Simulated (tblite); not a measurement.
Species: C6H8Br (doublet state).
SMILES with atom numbers: `[Br:1][C@@H:2]1[CH:3][C@@H:4]2[CH2:5][CH2:6][C@H:7]12` (hydrogens: H8 on C2; H9 on C3; H10 on C4; H11, H12 on C5; H13, H14 on C6; H15 on C7)

Computed with GFN2-xTB (tblite), gas phase: L-BFGS steps from a force-field or distance-geometry start until the largest atomic force falls under 0.01 eV/Å.

Geometry at step 2:
```
atom  x, y, z in Å
Br1     2.4788   -0.2556   -1.6902
C2      1.5569    0.3110   -0.0461
C3      1.0419   -0.7810    0.7926
C4     -0.2665   -0.0967    0.9740
C5     -1.4624   -0.5812    0.1161
C6     -0.8767    0.1770   -1.0855
C7      0.1355    0.8828   -0.1515
H8      2.2337    0.9606    0.5113
H9      1.5890   -1.3960    1.4755
H10    -0.4411    0.2827    1.9654
H11    -1.5705   -1.6476    0.0144
H12    -2.3914   -0.1484    0.4791
H13    -1.5717    0.8503   -1.5747
H14    -0.4442   -0.4850   -1.8396
H15    -0.0158    1.9350    0.0374
```

**Question.** What forces act on the atoms?

**Answer.** 
| atom | Fx (eV/Å) | Fy (eV/Å) | Fz (eV/Å) |
| --- | --- | --- | --- |
| Br1 | 0.176 | 0.135 | -0.250 |
| C2 | -0.365 | -0.213 | -0.084 |
| C3 | -0.173 | 0.318 | 0.412 |
| C4 | -0.055 | -0.146 | -0.370 |
| C5 | 0.209 | 0.247 | 0.199 |
| C6 | 0.079 | 0.040 | 0.065 |
| C7 | -0.018 | -0.373 | 0.197 |
| H8 | 0.263 | 0.137 | -0.316 |
| H9 | 0.026 | -0.274 | -0.025 |
| H10 | -0.375 | -0.111 | 0.509 |
| H11 | -0.003 | -0.333 | -0.021 |
| H12 | -0.039 | -0.022 | -0.039 |
| H13 | -0.024 | 0.096 | -0.072 |
| H14 | 0.148 | 0.192 | 0.168 |
| H15 | 0.151 | 0.308 | -0.372 |

The largest, 0.64 eV/Å, acts on H10; the rms over all components is 0.223 eV/Å. The forces sum to zero within rounding, as they must for an isolated molecule in no field.

**Question.** Give the force on H10 in Eh/bohr and in nN.

**Answer.** 0.642 eV/Å ÷ 51.422 = 0.01248 Eh/bohr, and 0.642 eV/Å × 1.602 = 1.03 nN.

**Question.** How far is this geometry from the end of the optimisation?

**Answer.** 0.289 eV above it, and 0.349 Å rms away after alignment. The bonds farthest from their final lengths, with half the difference of the two atoms' forces along the bond (positive lengthens):

```csv
bond,now (Å),final (Å),force along bond (eV/Å)
Br1–C2,1.968,2.101,+0.15
C2–C3,1.470,1.438,-0.09
C6–C7,1.548,1.535,-0.09
C3–C4,1.488,1.477,-0.21
C5–H11,1.077,1.088,+0.31
C4–H10,1.076,1.087,+0.44
```

The angle farthest from its final value is Br1–C2–H8, 107.9° against 98.1°.

Of the 6 listed bonds off by 0.010 Å or more, this force points towards the final length in 6.

What follows is the cost of the whole relaxation. Hardware: an Intel Xeon 6975P-C with one thread, no GPU, shared host. Cost: 0.35 s wall.
